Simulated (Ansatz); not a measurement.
Consider the redistribution: `SB1CO1` + `CO[SiH2]Cl` → `ClB1CO1` + `CO[SiH2]S`.

Program: Ansatz. Geometries: PBE0-D4/def2-TZVP. ΔE: electronic, gas phase. CCSD(T)/CBS adds triple-zeta CCSD(T) − MP2 to the extrapolated MP2 energy (def2 sets, frozen cores). This one scheme is used for every species. Functionals use def2-TZVPP. B3LYP here is the variant with VWN-RPA as its local correlation; programs differ in this. One conformer a species, not always the lowest.

`SB1CO1`:

Z-matrix (Å, degrees):
```
C
B 1 1.506
O 1 1.497 2 52.9
H 1 1.086 2 122.1 3 -95.6
H 1 1.086 2 122.1 3 95.5
S 2 1.770 1 156.2 3 -180.0
H 6 1.346 2 95.5 1 180.0
```

`CO[SiH2]Cl`:

Z-matrix (Å, degrees):
```
C
O 1 1.412
H 1 1.090 2 108.0
H 1 1.094 2 110.9 3 -119.3
H 1 1.096 2 111.5 3 119.3
Si 2 1.626 1 124.4 3 -170.8
Cl 6 2.057 2 111.0 1 -62.5
H 6 1.474 2 106.8 1 179.2
H 6 1.483 2 111.2 1 55.3
```

`ClB1CO1`:

Cartesian coordinates in Å:
```
Cl -0.128 -1.762 -1.726
B -0.173 -0.474 -0.593
C 0.262 0.365 0.575
O -0.933 0.579 -0.331
H 1.001 1.156 0.479
H -0.029 0.136 1.596
```

`CO[SiH2]S`:

Z-matrix (Å, degrees):
```
C
O 1 1.410
H 1 1.091 2 108.1
H 1 1.096 2 111.7 3 119.3
H 1 1.095 2 111.3 3 -119.1
Si 2 1.639 1 122.6 3 -170.3
S 6 2.120 2 109.8 1 171.1
H 6 1.488 2 108.6 1 49.0
H 6 1.485 2 111.9 1 -72.6
H 7 1.344 6 94.3 2 -69.2
```

(1) Is it downhill or uphill in electronic energy at CCSD(T)/CBS, and by how much? (Best estimate.)

(2) What do these levels give: BLYP-D4, B3LYP-D4, HF/def2-SVP, MP2/def2-SVP, SCS-MP2/def2-TZVPP, MP2/CBS(def2)? (Best estimate.)

Largest T1 diagnostic among the species: 0.015.

## Answers

(1) Ansatz gave: Uphill: ΔE = +9.3 kcal/mol.

(2) The calculation gave: BLYP-D4 9.3, B3LYP-D4 9.6, HF/def2-SVP 9.3, MP2/def2-SVP 8.5, SCS-MP2/def2-TZVPP 9.3, MP2/CBS(def2) 9.6 kcal/mol.

Leaving LDA and LC-ωPBE aside and taking each functional with its dispersion term where it has one, the values, not all of them listed here, spread over 1.0 kcal/mol, from revPBE-D4 to BHLYP-D4. In def2-TZVPP, CCSD(T) changes the Hartree–Fock value by −1.0 kcal/mol (the triples alone add −0.2 kcal/mol) and MP2 by −0.8 kcal/mol. At CCSD(T), def2-SVP lies −1.0 kcal/mol from the extrapolated value and def2-TZVPP −0.3 kcal/mol.
